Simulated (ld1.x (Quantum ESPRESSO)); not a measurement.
# PBE TM dataset for tin, fully relativistic all-electron reference.

Sn (Z = 50), norm-conserving Troullier–Martins (Kleinman–Bylander form), made with ld1.x (Quantum ESPRESSO) 7.5 (PBE, fully relativistic). Core [Kr] 4d10, reference 5s1 5p3. Waves: 5s (bound): rc 2.50 bohr; 5p (bound): rc 2.75 bohr. Local part: all-electron potential smoothed inside 2.35 bohr (lloc = -1). Core correction: none.

Open shells are filled in proportion to 2j + 1 (rel_dist='average').

Poles of the logarithmic derivatives, all-electron (AE) and pseudo (PS). s: poles at -0.1 (AE) and -0.1, 2.2 (PS) Ry. p1/2: poles at 0.8 (AE) and 0.8, 4.5 (PS) Ry. p3/2: poles at 0.9 (AE) and 0.9, 4.4 (PS) Ry. Test radius 2.99 bohr.

- Cutoffs needed: 10 Ry and 25 Ry (the cutoffs (Ry, on a coarse ladder) from which the occupation-weighted sum of valence levels, in a spherical-Bessel basis at the reference potential, stays within 10 and 1 mRy of its value at 400 Ry)
- Ghost test: no extra level below or beside the all-electron valence levels (s, p1/2, p3/2, d, f tested) (spherical-Bessel basis up to 400 Ry, 20 bohr box)
- Largest excitation error: +60 meV (all-electron minus pseudo) for 5s2 5p0, out of 7 test configurations
